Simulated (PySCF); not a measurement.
Input for PySCF: R-B3LYP/6-31G* on CH6BP (SMILES CBP), a point of a torsion scan.

```python
from pyscf import gto, scf, dft, mp
from pyscf.data.elements import chemcore

mol = gto.M(
    atom='''
    C    -1.09992955    0.08693478   -0.29629169
    B     0.02938384   -0.28178150    0.72610045
    P     1.87184047   -0.23392723    0.28834393
    H    -2.02001431   -0.47692773   -0.15119368
    H    -1.35961800    1.13272402   -0.11821881
    H    -0.81153271    0.00740650   -1.34304165
    H    -0.24203799   -0.49635889    1.84698851
    H     1.77223103    0.18884342   -1.02778668
    H     2.09110758    1.02481240    0.81578615
    ''',
    basis='6-31g*',
    cart=True,
    charge=0, spin=0, verbose=3, max_memory=1800)
mf = dft.RKS(mol, xc='b3lyp')
mf.conv_tol = 1e-8
mf.max_cycle = 100
mf.kernel()
if not mf.converged:
    mf = mf.newton().run(mf.mo_coeff, mf.mo_occ)
```

Program output:

```
converged SCF energy = -407.904266750935
```

The calculation finished and met its thresholds.

Cost: about 8 core-seconds (a rough figure).
